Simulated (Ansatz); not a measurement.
Relaxation of the cluster TiSi6⁺ with UKS PBE0-D4/def2-SVP.

```sh
$ ansatz run in.yaml --threads 4 --pin off --events-out ev --progress --plain --max-ram 4787MiB
```

```yaml
crystal:
  periodic: [false, false, false]
  atoms:
    - {symbol: Ti, position_ang: [0.731610, -0.059500, -1.064800]}
    - {symbol: Si, position_ang: [0.269480, 0.251010, 2.220340]}
    - {symbol: Si, position_ang: [-1.235150, 0.944990, 0.487140]}
    - {symbol: Si, position_ang: [-1.058090, 1.710830, -1.670240]}
    - {symbol: Si, position_ang: [0.563610, -2.222430, 0.363830]}
    - {symbol: Si, position_ang: [1.854300, 1.255440, 0.807980]}
    - {symbol: Si, position_ang: [-1.125750, -1.880350, -1.144250]}
basis:
  gaussian: {orbitals: def2-SVP}
total_charge: 1
magnetization: {spin_polarized: true, initial_magnetization: 1}
hamiltonian: {xc: pbe0, dispersion: d4}
scf: {lower_state_search: "off"}
output: {orbitals: {seedname: orbitals}}
relax: {f_tol: 0.02, max_steps: 100}
```

Hardware: 4 threads of Arm Neoverse V1 on a shared host. Wall time 2 min, peak host memory 0.7 GiB.

Positions (Å) and forces (eV/Å) at steps 1, 2, 3, 4, 5, 6, 7, 8, 9, 10, 11, 13 of 13:

```xyz
7
step=1 energy=-70326.2545 eV
Ti    0.732   -0.059   -1.065    0.173   -0.801   -0.209
Si    0.269    0.251    2.220    0.038   -0.865   -0.483
Si   -1.235    0.945    0.487    0.947   -0.092   -0.642
Si   -1.058    1.711   -1.670    0.057   -0.587    0.764
Si    0.564   -2.222    0.364    0.154    1.375    0.406
Si    1.854    1.255    0.808   -1.324   -0.177   -0.149
Si   -1.126   -1.880   -1.144   -0.045    1.147    0.313
7
step=2 energy=-70327.2205 eV
Ti    0.781   -0.106   -1.138    0.261   -0.374   -0.473
Si    0.264    0.098    2.198   -0.154   -0.723   -0.478
Si   -1.141    0.886    0.458    0.450   -0.430    0.079
Si   -1.035    1.647   -1.652    0.130   -0.338    0.180
Si    0.568   -2.042    0.436    0.223    1.014    0.671
Si    1.707    1.239    0.770   -0.727   -0.151   -0.174
Si   -1.143   -1.723   -1.073   -0.183    1.004    0.195
7
step=3 energy=-70327.8742 eV
Ti    0.836   -0.133   -1.225    0.133   -0.119   -0.385
Si    0.241   -0.030    2.153   -0.146   -0.122    0.025
Si   -1.102    0.800    0.462    0.258   -0.664   -0.076
Si   -1.013    1.589   -1.643    0.132   -0.258    0.094
Si    0.584   -1.874    0.534    0.154    0.532    0.202
Si    1.617    1.206    0.732   -0.468   -0.286   -0.144
Si   -1.163   -1.558   -1.014   -0.062    0.916    0.284
7
step=4 energy=-70328.2954 eV
Ti    0.885   -0.145   -1.316    0.346   -0.319   -0.639
Si    0.213   -0.065    2.180   -0.276    0.229    1.057
Si   -1.075    0.676    0.455   -0.033   -0.412    0.107
Si   -0.992    1.520   -1.638    0.132   -0.137    0.165
Si    0.609   -1.758    0.566    0.141    0.475   -0.357
Si    1.544    1.146    0.706   -0.202   -0.229   -0.296
Si   -1.184   -1.374   -0.954   -0.108    0.392   -0.037
7
step=5 energy=-70328.9306 eV
Ti    0.960   -0.199   -1.489    0.432   -0.100   -0.450
Si    0.165   -0.034    2.329   -0.153    0.161    1.389
Si   -1.064    0.560    0.498    0.194    0.090    0.564
Si   -0.951    1.455   -1.584    0.133    0.231   -0.008
Si    0.630   -1.591    0.555    0.062    0.855   -0.255
Si    1.458    1.049    0.652   -0.418   -0.617   -0.619
Si   -1.196   -1.241   -0.961   -0.249   -0.620   -0.621
7
step=6 energy=-70329.4065 eV
Ti    1.005   -0.232   -1.632    0.171    0.005    0.289
Si    0.133    0.009    2.516    0.122    0.096   -0.007
Si   -1.031    0.486    0.547   -0.473    0.060    0.585
Si   -0.911    1.458   -1.541    0.326    0.115    0.118
Si    0.634   -1.407    0.551   -0.014    0.095   -0.048
Si    1.373    0.923    0.581    0.126    0.119   -0.419
Si   -1.203   -1.236   -1.022   -0.259   -0.490   -0.519
7
step=7 energy=-70329.6299 eV
Ti    1.053   -0.288   -1.642   -0.138    0.030    0.022
Si    0.197    0.063    2.515    0.160    0.039   -0.020
Si   -1.144    0.400    0.619   -0.217   -0.035    0.089
Si   -0.763    1.479   -1.415    0.341    0.015    0.112
Si    0.601   -1.357    0.546    0.095   -0.183    0.220
Si    1.279    0.964    0.473   -0.144    0.212   -0.151
Si   -1.223   -1.261   -1.096   -0.097   -0.078   -0.271
7
step=8 energy=-70329.6984 eV
Ti    1.040   -0.335   -1.651    0.100   -0.140   -0.125
Si    0.259    0.106    2.506    0.017    0.026   -0.149
Si   -1.222    0.321    0.649   -0.070   -0.106   -0.072
Si   -0.605    1.519   -1.311   -0.209    0.011   -0.120
Si    0.600   -1.359    0.577    0.122    0.144    0.034
Si    1.164    1.025    0.391    0.164   -0.083    0.378
Si   -1.236   -1.276   -1.161   -0.124    0.149    0.055
7
step=9 energy=-70329.6709 eV rejected
Ti    1.117   -0.350   -1.674   -0.251   -0.009    0.057
Si    0.283    0.106    2.495    0.065   -0.030    0.012
Si   -1.271    0.325    0.702    0.242   -0.042   -0.195
Si   -0.623    1.452   -1.314   -0.051    0.279   -0.202
Si    0.583   -1.343    0.556    0.062   -0.049    0.175
Si    1.145    1.017    0.395    0.054    0.085    0.277
Si   -1.233   -1.207   -1.159   -0.120   -0.233   -0.123
7
step=10 energy=-70329.7132 eV
Ti    1.053   -0.340   -1.655   -0.057    0.016    0.068
Si    0.260    0.108    2.501   -0.039   -0.012    0.001
Si   -1.222    0.317    0.646    0.005   -0.002   -0.044
Si   -0.628    1.508   -1.327    0.014   -0.069    0.025
Si    0.609   -1.349    0.572    0.055   -0.019   -0.017
Si    1.180    1.018    0.423   -0.007   -0.008   -0.068
Si   -1.253   -1.262   -1.160    0.028    0.094    0.034
7
step=11 energy=-70329.7132 eV rejected
Ti    1.048   -0.351   -1.655   -0.052    0.054    0.058
Si    0.245    0.090    2.504    0.026    0.054   -0.033
Si   -1.216    0.319    0.644   -0.016    0.005   -0.022
Si   -0.626    1.507   -1.329    0.015   -0.057    0.006
Si    0.623   -1.341    0.573    0.032   -0.036   -0.010
Si    1.182    1.031    0.415   -0.024   -0.064    0.016
Si   -1.258   -1.256   -1.152    0.019    0.043   -0.016
7
step=13 energy=-70329.7156 eV
Ti    1.045   -0.345   -1.650   -0.002    0.005    0.011
Si    0.250    0.106    2.501   -0.002    0.002    0.000
Si   -1.215    0.315    0.643   -0.015    0.009    0.018
Si   -0.628    1.508   -1.332   -0.004   -0.003   -0.015
Si    0.632   -1.358    0.575    0.009   -0.010   -0.008
Si    1.171    1.017    0.419    0.012   -0.003    0.000
Si   -1.255   -1.243   -1.156    0.002    0.000   -0.007
```

The charge 1 doublet is spin-contaminated (final ⟨S²⟩ up to 0.94, 0.75 for a pure state). The relaxation made no stability test and no search for a lower SCF solution. The structure comes from a short search, and lower isomers may exist.
